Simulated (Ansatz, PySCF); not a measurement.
Gas-phase reaction R1 → P1 + P2, each structure at its B3LYP-D3(BJ)/def2-TZVP stationary point, reached from a drawn start (curvature not checked).
R1, H4W (SMILES [WH4]) (charge 0, multiplicity 3):
```xyz
5

W     -0.00004    -0.00002    -0.00005
H      0.99414     0.97443     0.99397
H      0.98098    -0.99320    -0.98862
H     -0.97553     1.00064    -0.98658
H     -0.99955    -0.98185     0.98128
```
P1, H3W (SMILES [WH3]) (charge 0, multiplicity 4):
```json
[
 {"atom": "W", "x (Å)": "-0.0022", "y (Å)": "-0.0015", "z (Å)": "-0.3642"},
 {"atom": "H", "x (Å)": "1.6472", "y (Å)": "-0.0092", "z (Å)": "0.1114"},
 {"atom": "H", "x (Å)": "-0.8143", "y (Å)": "1.4313", "z (Å)": "0.1203"},
 {"atom": "H", "x (Å)": "-0.8307", "y (Å)": "-1.4206", "z (Å)": "0.1327"}
]
```
P2: H atom, charge 0, multiplicity 2.

P less R. No zero-point or thermal terms; open shells are unrestricted; no spin–orbit coupling. The spin states of the d-block species are the ones drawn and need not be the lowest.

Frozen-core correlation throughout. CBS: X⁻³ extrapolation of the correlation energy, Hartree–Fock from the larger set.

Run with Ansatz (Gaussian orbitals); PySCF for M06-2X. Each number belongs to the level named beside it. Elements past Kr take the def2 small-core potentials, without spin–orbit coupling.

```json
[
 {"level": "HF/def2-TZVPP", "reaction energy (kcal/mol)": "45.34"},
 {"level": "HF/def2-QZVPP", "reaction energy (kcal/mol)": "45.74"},
 {"level": "r2SCAN/def2-TZVPP", "reaction energy (kcal/mol)": "70.33"},
 {"level": "M06-2X/def2-TZVPP", "reaction energy (kcal/mol)": "66.81"},
 {"level": "CAM-B3LYP/def2-TZVPP", "reaction energy (kcal/mol)": "72.82"},
 {"level": "wB97M-V/def2-TZVPP", "reaction energy (kcal/mol)": "71.26"},
 {"level": "MP2/def2-SVP", "reaction energy (kcal/mol)": "61.03"},
 {"level": "CCSD(T)/def2-TZVPP", "reaction energy (kcal/mol)": "70.11"},
 {"level": "CCSD(T)/CBS(def2-TZVPP, def2-QZVPP)", "reaction energy (kcal/mol)": "…"}
]
```

Problem. Fill in the missing entries.

Solution. 
- CCSD(T)/CBS(def2-TZVPP, def2-QZVPP), reaction energy (kcal/mol): 71.57

Ansatz is a first-principles code.
